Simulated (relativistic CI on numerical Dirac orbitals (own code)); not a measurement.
**Ag⁴⁺: q coefficients and field-shift factors**

Method of calculation: Dirac-Coulomb-Breit CI, separate exchange-only KLI orbitals for each configuration, valence Slater integrals scaled by 0.85, P86 correlation energy added to each configuration, derivatives by finite differences, QED left out (own radial code, finite nucleus).

Configurations in the expansion (outside the closed core [Ar] 3d10): 4s2.4p6.4d7, 4s2.4p6.4d6.5s, 4s2.4p6.4d6.4f, 4s2.4p5.4d8, 4s2.4p6.4d6.5d, 4s2.4p6.4d5.5s2, 4s2.4p4.4d9, 4s.4p6.4d8. Levels of other configurations are missing.

With x = (α/α₀)² − 1 an excitation energy changes as ω = ω₀ + qx; K = 2q/ω₀ is the relative enhancement. Terms are leading LS components, so labels can repeat. The field-shift factor is F = δν/δ⟨r²⟩ for the transition from the lowest level.

Lowest level 4s2.4p6.4d7 4F_9/2.

```csv
Level,ω₀ (cm⁻¹),q (cm⁻¹),K,F (GHz/fm²)
4s2.4p6.4d7 4F_7/2,3539.7,3818,2.16,0.0525
4s2.4p6.4d7 4F_5/2,5530.4,5164,1.87,0.0754
4s2.4p6.4d7 4F_3/2,6726.8,5772,1.72,0.0874
4s2.4p6.4d7 4P_3/2,13623.4,-73.98,-0.0109,0.0528
4s2.4p6.4d7 4P_5/2,14687.8,2080,0.283,0.137
4s2.4p6.4d7 2G_9/2,16551.7,2061,0.249,0.0828
4s2.4p6.4d7 4P_1/2,16628.3,3623,0.436,0.132
4s2.4p6.4d7 2G_7/2,19822.8,5247,0.529,0.133
4s2.4p6.4d7 4P_3/2,20337.0,5456,0.537,0.135
4s2.4p6.4d7 2D_5/2,22339.6,4417,0.395,0.16
4s2.4p6.4d7 2H_11/2,22988.2,2938,0.256,0.104
4s2.4p6.4d7 2P_1/2,23092.9,7632,0.661,0.0982
4s2.4p6.4d7 2H_9/2,26494.6,7067,0.533,0.163
```

At this charge configurations can still be misplaced by up to about 7 % of their energy.
